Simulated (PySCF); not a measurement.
## BiF at PBE0

Level: PBE0. PySCF, scalar-relativistic core potentials, basis sets Bi cc-pVDZ-PP with ECP60, F cc-pVDZ.

- state: ³Σ⁻ (triplet), unpaired electrons π ↑↑
- bond length: 2.049 Å
- harmonic wavenumber: 573 cm⁻¹
- force constant: 3.37 mdyn/Å
- rotational constant Be: 0.2306 cm⁻¹
- anharmonicity ωexe: 2.47 cm⁻¹
- vibration–rotation constant αe: 0.00131 cm⁻¹
- well depth De to Bi + F: 3.45 eV
- dissociation energy D0: 3.41 eV
- bond order (Mayer): 0.89
- dipole moment (positive dipole means Bi(−)F(+)): -3.29 D

Spin–orbit coupling is left out, which matters for elements this heavy, above all for dissociation energies. The state is the lowest determinant that a PBE0 search found; another state may lie lower at other levels.
